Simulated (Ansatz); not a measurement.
Basis-set series for C2H4FGeNO, SMILES `[OH][GeH]1[NH]C=[C]1F`. Total charge 0; spin multiplicity 1. All single points use the PBE0-D4/def2-TZVP geometry. It is one conformer, not always the lowest.

Cartesian coordinates in Å:
```
O 1.9241 1.0442 -0.7759
Ge 0.5518 -0.0609 -0.6719
N -1.0744 0.7426 -0.1017
C -1.0657 -0.1194 1.0342
C 0.0902 -0.7987 1.0518
F 0.5965 -1.5575 2.0166
H 2.2934 1.0979 -1.6600
H 0.4685 -0.8779 -1.9750
H -1.9072 0.6528 -0.6743
H -1.8773 -0.1230 1.7563
```

| functional | basis | functions | energy (Eh) | HOMO (eV) | LUMO (eV) |
| --- | --- | --- | --- | --- | --- |
| PBE0-D4 | def2-SVP | 122 | -2384.32295 | -6.03 | 0.00 |
| PBE0-D4 | def2-TZVPP | 259 | -2384.95624 | -6.22 | -0.25 |
| ωB97M-V | def2-SVP | 122 | -2384.69077 | -8.23 | 2.05 |
| ωB97M-V | def2-TZVPP | 259 | -2385.33261 | -8.45 | 1.61 |

**Question.** Give the rows for def2-QZVPP. (Best estimate.)

**Answer.** Computed: 
```json
{"functional": "PBE0-D4", "basis": "def2-QZVPP", "functions": "494", "energy (Eh)": "-2385.01830", "HOMO (eV)": "-6.28", "LUMO (eV)": "-0.40"}
{"functional": "ωB97M-V", "basis": "def2-QZVPP", "functions": "494", "energy (Eh)": "-2385.39242", "HOMO (eV)": "-8.50", "LUMO (eV)": "1.23"}
```

Positive LUMOs are unbound and depend on the basis. Scalar relativity is left out up to krypton.
